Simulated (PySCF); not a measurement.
# Working out the excitation energy of F(2+)

F(2+) [He] 2s2 2p3 (4S) → F(2+) [He] 2s2 2p2 3s1 (4P). All numbers are calculated (PySCF 2.14, scalar relativity by spin-free X2C-1e, in aug-cc-pVDZ-DK (4s3p2d, 23 functions)). Frozen: 1s2. Energies in hartree (1 hartree = 27.21139 eV):

| part | F(2+) (lower) | F(2+) (upper) |
| --- | --- | --- |
| UHF | -97.663623 | -96.214252 |
| MP2 opposite-spin | -0.052479 | -0.057441 |
| MP2 same-spin | -0.017942 | -0.011590 |

**Question.** What does Hartree-Fock give?

**Answer.** (-96.214252) − (-97.663623) = 1.449371 hartree = 39.439 eV.

**Question.** What do MP2 and SCS-MP2 (6/5 opposite-spin, 1/3 same-spin) give?

**Answer.** The opposite-spin parts differ by -0.135 eV and the same-spin parts by 0.173 eV. MP2: 39.439 + (-0.135) + (0.173) = 39.477 eV. SCS-MP2: 39.439 + 1.2 × (-0.135) + (0.173)/3 = 39.335 eV.

A double-zeta basis recovers only part of the correlation energy.
